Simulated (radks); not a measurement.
Results of a calculation; reference values are marked as such.
All-electron atom: Gd5+ in [Xe] 4f5 (not the ground configuration).

Level of theory: scalar-relativistic Kohn-Sham, PBEsol, spin-polarised, spherical densities, finite nucleus; open shells are filled with parallel spins first (spin-orbit coupling, left out, can overturn this in heavy ions); Fermi nuclear charge, rms radius 5.1569 fm (a radial shooting solver on a logarithmic mesh with Libxc functionals).

Energy parts (hartree):
part                       energy
total                 -11261.2312
kinetic                12090.3685
electron-nucleus      -27323.4760
Hartree                 4214.2732
exchange-correlation    -242.3970

Orbitals (lengths in bohr, moments of r in powers of bohr; <r^-3> diverges for s and p1/2; r(max) is where P^2 peaks):
| orbital | occ. | eigenvalue (hartree) | r(max) | <r^-3> |
|---|---|---|---|---|
| 1s down | 1 | -1842.731 | 0.01392 | - |
| 1s up | 1 | -1842.731 | 0.01392 | - |
| 2s up | 1 | -306.4589 | 0.07904 | - |
| 2s down | 1 | -306.4566 | 0.07904 | - |
| 2p up | 3 | -273.0592 | 0.06396 | 11420 |
| 2p down | 3 | -273.0576 | 0.06396 | 11420 |
| 3s up | 1 | -70.05968 | 0.2244 | - |
| 3s down | 1 | -69.97697 | 0.2243 | - |
| 3p up | 3 | -59.71069 | 0.2202 | 2392 |
| 3p down | 3 | -59.62848 | 0.2201 | 2397 |
| 3d up | 5 | -46.01990 | 0.1802 | 322.5 |
| 3d down | 5 | -45.95647 | 0.1800 | 323.3 |
| 4s up | 1 | -16.23672 | 0.5149 | - |
| 4s down | 1 | -16.05438 | 0.5147 | - |
| 4p up | 3 | -12.80564 | 0.5369 | 543.2 |
| 4p down | 3 | -12.62569 | 0.5367 | 542.0 |
| 4d up | 5 | -8.05363 | 0.5561 | 62.08 |
| 4d down | 5 | -7.87712 | 0.5560 | 61.80 |
| 5s up | 1 | -4.03678 | 1.157 | - |
| 5s down | 1 | -3.95514 | 1.167 | - |
| 5p up | 3 | -3.10293 | 1.283 | 94.45 |
| 5p down | 3 | -3.04182 | 1.296 | 90.46 |
| 4f up | 5 | -2.85299 | 0.5500 | 9.469 |
| 4f down | 0 | -2.68887 | 0.5520 | 9.274 |

The highest occupied level is 4f up at -77.634 eV. The electron density at the nucleus is 6.574e+05 e/bohr^3 (large components only). The density falls to 0.001 e/bohr^3 at r = 2.96 bohr. Summed over all electrons, <r^2> = 29.38 bohr^2, which gives a Langevin (diamagnetic) susceptibility term of -23.3 x 10^-6 cm^3/mol. The spin density at the nucleus is 0.76 e/bohr^3 (1s 0.01, 2s -0.96, 3s -13.76, 4s 2.87, 5s 12.60).
